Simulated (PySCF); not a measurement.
## BP86 on Mo⁺ (molybdenum, charge +1)

Configuration: [Kr] 4d4 5s1, high-spin 6D determinant (an excited configuration). All numbers are calculated (PySCF 2.14, scalar relativity by spin-free X2C-1e, in aug-cc-pVTZ-DK).

```
Total energy                                                  : -4048.42 hartree
One-electron energy                                           : -5568.28 hartree
Hartree (Coulomb) energy                                      : 1644.88 hartree
Exchange-correlation energy                                   : -125.02 hartree
⟨S²⟩                                                          : 8.7506
⟨L²⟩                                                          : 6.006
Sum of ⟨r⟩                                                    : 28.56 bohr
Sum of ⟨r²⟩                                                   : 43.11 bohr²
Traceless quadrupole moment −½Σ⟨3z² − r²⟩ along its main axis : -0.954 e·bohr²
Langevin diamagnetic susceptibility                           : -34.1 ×10⁻⁶ cm³/mol
```

```tsv
shell	electrons	mean orbital energy (hartree)	spread (hartree)	rms radius, mean of both spins (bohr)
1s α	1	-727.90706	0	0.0404
1s β	1	-727.90645	0	0.0404
2s α	1	-103.18618	0	0.166
2s β	1	-103.17083	0	0.166
2p α	3	-92.32611	0.00504	0.148
2p β	3	-92.31446	0.00790	0.148
3s α	1	-17.87577	0	0.459
3s β	1	-17.86628	0	0.459
3p α	3	-14.31235	0.01324	0.464
3p β	3	-14.30185	0.01601	0.464
3d α	5	-8.50558	0.01243	0.455
3d β	5	-8.49033	0.01908	0.455
4s α	1	-2.76291	0	1.17
4s β	1	-2.67717	0	1.17
4p α	3	-1.81227	0.01841	1.32
4p β	3	-1.71700	0.04094	1.32
4d α	4	-0.50995	0.02606	1.96
5s α	1	-0.43509	0	3.25
```

Densities and radii are taken from the X2C orbitals without a picture-change correction, which distorts them close to the nucleus.
